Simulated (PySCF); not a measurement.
## Radial density of Cd²⁺ (cadmium, charge +2)

UHF, [Kr] 4d10, closed-shell 1S. Computed with PySCF 2.14 in aug-cc-pVDZ-PP with ECP28MDF, with a scalar-relativistic core potential. This is the valence pseudo-density: the core potential removes the inner electrons and smooths the orbitals near the nucleus.

```tsv
r (bohr)	4πr²ρ (e/bohr)
0.0180	1.854e-05
0.0303	4.652e-05
0.0509	0.0001115
0.0856	0.0004935
0.144	0.005839
0.242	0.09300
0.408	1.964
0.686	16.17
1.15	15.01
1.94	2.588
3.26	0.1027
5.49	0.0001047
```

Energies and moments cover only the electrons outside the core potential.
